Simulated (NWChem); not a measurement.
System: TiN₂H₃Cl; SMILES [Cl][Ti]([NH2])=[NH]

```xyz
7

Ti    -0.0585     0.1840     0.2894
N     -1.3502     1.1619     0.6087
H     -2.2560     1.6033     0.7652
Cl    -0.2154    -1.9971    -0.2976
N      1.5181     1.1765     0.4642
H      2.4472     0.7841     0.3099
H      1.6066     2.1577     0.7134
```
Atoms are numbered in this order, from 1.

Level: PBE0/def2-SVP (NWChem), optimised geometry, unscaled harmonic frequencies. 

```
frequency (cm⁻¹)  IR intensity (km/mol)
----------------  ---------------------
29                                 19.2
123                                 2.2
218                                20.5
411                                38.8
434                               132.3
485                                29.1
549                                37.3
575                                 0.3
615                               398.3
754                               173.4
1078                              171.5
1505                               36.1
3552                               55.6
3615                              111.0
3667                               30.3
```

The zero-point energy is 25.2 kcal/mol and the thermal correction to the enthalpy at 298.15 K (with zero-point energy) comes out as 29.8 kcal/mol. The heat capacity Cv is 20.1 cal/(mol K). The entropy at 298.15 K and 1 atm (symmetry number 1) is 81.8 cal/(mol K) and the dipole moment is 2.84 D.

Rigid rotor and harmonic oscillator; modes under 100 cm⁻¹ make the entropy uncertain.
